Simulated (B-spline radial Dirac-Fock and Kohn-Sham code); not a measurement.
**Two-hole binding energies of Er³⁺**

System: the Er³⁺ ion in the configuration [Xe] 4f11.

Method: Dirac-Fock (average of configuration) total-energy differences with a finite nucleus, the Breit interaction including its frequency dependence, and self-energy and vacuum-polarisation corrections. Computed with a radial atomic solver. U is the two-hole binding energy less the two single-hole energies, the effective repulsion of the holes after relaxation. Each two-hole energy is an average over J within one jj subconfiguration.

| holes | E(a) (eV) | E(b) (eV) | E(ab) (eV) | U (eV) |
| --- | --- | --- | --- | --- |
| 1s⁻¹ 2p1/2⁻¹ | 57518.8 | 9301.0 | 67176.5 | 356.8 |
| 1s⁻¹ 3p1/2⁻¹ | 57518.8 | 2046.1 | 59669.7 | 104.8 |
| 1s⁻¹ 3d3/2⁻¹ | 57518.8 | 1489.8 | 59096.9 | 88.4 |
| 2p1/2⁻¹ 2p3/2⁻¹ | 9301.0 | 8394.6 | 17911.1 | 215.4 |
| 2s⁻¹ 3p1/2⁻¹ | 9794.7 | 2046.1 | ? | ? |
| 2s⁻¹ 3p3/2⁻¹ | 9794.7 | 1852.9 | 11723.3 | 75.7 |
| 2p1/2⁻¹ 3s⁻¹ | 9301.0 | 2261.1 | 11639.9 | 77.8 |
| 2s⁻¹ 3d3/2⁻¹ | 9794.7 | 1489.8 | 11370.1 | 85.6 |
| 2p3/2⁻¹ 3s⁻¹ | 8394.6 | 2261.1 | 10732.2 | 76.4 |
| 3p1/2⁻² | 2046.1 | 2046.1 | 4154.1 | 61.9 |
| 4d3/2⁻² | 220.8 | 220.8 | 466.8 | 25.1 |
| 4d5/2⁻² | 213.0 | 213.0 | 451.0 | 25.1 |
| 5p1/2⁻² | 65.20 | 65.20 | 146.5 | 16.1 |
| 5p3/2⁻² | 59.27 | 59.27 | 133.3 | 14.7 |

Question: Give the missing two-hole energy and U.

Answer: E(ab) = 11921.9 eV and U = 81.1 eV.
